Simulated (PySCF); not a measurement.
All of these have the formula C4H7NOSi. The calculation used TDDFT CAM-B3LYP/def2-SVPD, vertical, gas phase, core orbitals frozen in the response (PySCF). Geometries: GFN2-xTB; one conformer of each isolated species. Triplets are in the Tamm–Dancoff approximation. 'Strongest' means the level of largest summed f among the lowest 8 singlets; it needn't be the same kind of state in each.

**Question.** Rank by computed energy of the strongest computed level, lowest first.
A. `Cc1cnoc1[SiH3]`
B. `C([SiH3])(OCC#N)=C`
C. `C=CCO[SiH2]C#N`
D. `C#C/C=N\[SiH2]OC`

**Answer.** D (5.67 eV), A (6.01 eV), B (6.88 eV), C (7.66 eV).

```json
{"SMILES": "C#C/C=N\\[SiH2]OC", "strongest (eV)": "5.67", "f (S1)": "0.001", "LUMO (eV)": "-0.79", "f (strongest)": "0.23", "S1 (eV)": "3.72", "S1 mainly": "H→L (94%)"}
{"SMILES": "Cc1cnoc1[SiH3]", "strongest (eV)": "6.01", "f (S1)": "0.208", "LUMO (eV)": "0.31", "f (strongest)": "0.21", "S1 (eV)": "6.01", "S1 mainly": "H→L (94%)"}
{"SMILES": "C=C([SiH3])OCC#N", "strongest (eV)": "6.88", "f (S1)": "0.019", "LUMO (eV)": "0.76", "f (strongest)": "0.30", "S1 (eV)": "6.61", "S1 mainly": "H→L (84%)"}
{"SMILES": "C=CCO[SiH2]C#N", "strongest (eV)": "7.66", "f (S1)": "0.007", "LUMO (eV)": "0.05", "f (strongest)": "0.16", "S1 (eV)": "6.76", "S1 mainly": "H→L (68%)"}
```

H and L stand for HOMO and LUMO.
